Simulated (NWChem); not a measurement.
## Total energies of BiCl3

```
Bi
Cl 1 2.4588
Cl 1 2.4588 2 99.09
Cl 1 2.4588 2 99.09 3 -100.82
```
Charge 0, spin multiplicity 1.

Program: NWChem. The geometry was optimised at PBE0/def2-SVP with def2 effective core potentials on Bi, a minimum by its harmonic frequencies.

Basis set: def2-TZVP (161 functions).

```csv
method,total energy (Ha),relative cost
RHF,-1592.22166,1
MP2,-1593.20522,under 3
B2PLYP,-1594.79460,6
PBE,-1594.88733,under 3
B3LYP,-1595.53169,under 3
PBE0,-1594.96197,under 3
```

Total energies of different functionals aren't comparable as a measure of quality: only differences taken within one method are. Relative cost: rough, from shared machines, SCF included, RHF = 1.

Effective core potentials replace the inner electrons of Bi; spin-orbit coupling is left out. The correlated methods keep 19 core orbitals frozen. B3LYP has NWChem's definition, with VWN1-RPA local correlation. The structure started from a generated list of species.
